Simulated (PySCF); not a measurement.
GeO₃. Atoms are numbered in the order given.

```xyz
4

Ge     0.0000     0.0000     0.2181
O      0.0000     0.0000     1.8573
O      0.0000     0.8277    -1.3649
O      0.0000    -0.8277    -1.3649
```
Charge 0, spin multiplicity 1.

The structure is a stationary point at PBE-D3(BJ)/def2-SVP.

All values below come from HF/pcSseg-2 (PySCF).

GIAO shieldings, no solvent; atoms listed in one row are averaged. δ = σ(ref) − σ: ⁷³Ge against GeH4 (σ = 1766.1 ppm); ¹⁷O against H2O (σ = 326.0 ppm), references at their B3LYP-D3(BJ)/def2-TZVP geometries, non-relativistic.

Computed chemical shifts:
| nucleus | atoms | count | δ (ppm) |
|---|---|---|---|
| ⁷³Ge | Ge1 | 1 | 233.3 |
| ¹⁷O | O3, O4 | 2 | 301.0 |
| ¹⁷O | O2 | 1 | 197.5 |
